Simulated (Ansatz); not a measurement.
`CB[SiH](C)Cl` + `C[SeH]` → `CB[Se]C` + `C[SiH2]Cl` at 500 K and 1 bar (cleavage of the B–Si bond).

Program: Ansatz. Geometries: PBE0-D4/def2-TZVP. ΔE: electronic, gas phase. CCSD(T)/CBS adds triple-zeta CCSD(T) − MP2 to the extrapolated MP2 energy (def2 sets, frozen cores). For Se outer-core shells are correlated without core-valence functions, which leaves a few kJ/mol of doubt a bond. Scalar relativity is left out up to krypton. One conformer a species, not always the lowest.

```
       species  CCSD(T)/CBS energy (Eh)  H − E (kJ/mol)  S (J/(mol·K))
`CB[SiH](C)Cl`               -854.62010           307.2          458.9
      `C[SeH]`              -2441.15625           142.1          299.3
     `CB[Se]C`              -2505.84508           272.6          402.1
   `C[SiH2]Cl`               -789.97638           179.1          344.9
```

H − E and S are ideal-gas, rigid-rotor, harmonic terms from PBE0-D4/def2-TZVP, for one conformer and one mirror image of each species. 1 Eh = 2625.50 kJ/mol, R = 8.31446 J/(mol·K).

Task: By hand: ΔE, ΔH, ΔS and ΔG.

Result: ΔE = (-2505.84508) + (-789.97638) − (-854.62010) − (-2441.15625) = -0.04511 Eh = -118.4 kJ/mol. Δ(H − E) = 272.6 + 179.1 − 307.2 − 142.1 = 2.4, so ΔH = -116.0 kJ/mol. ΔS = 402.1 + 344.9 − 458.9 − 299.3 = -11.2 J/(mol·K). ΔG = -116.0 − 500 × (-11.2)/1000 = -110.4 kJ/mol.

Task: By hand: the equilibrium constant, and the temperature at which ΔG would vanish if ΔH and ΔS stayed fixed.

Result: log₁₀ K = −ΔG/(RT ln 10) = 11.5. ΔG = 0 at ΔH/ΔS = 10357 K, far beyond where these terms or the molecules hold.

The number of gas molecules stays the same, so ΔS is small and ΔH decides. A doubt of 5 kJ/mol in ΔE shifts log₁₀ K by 0.5 here. Other conformers and mirror images would add mixing entropy, several J/(mol·K) or more a flexible species. Modes under 60 cm⁻¹, often nearly free rotors, make the harmonic entropy too high. These are equilibria of isolated gas molecules and say nothing of rates. Largest T1 diagnostic: 0.012 (customary marks: 0.02 for closed shells, 0.045 for open ones).
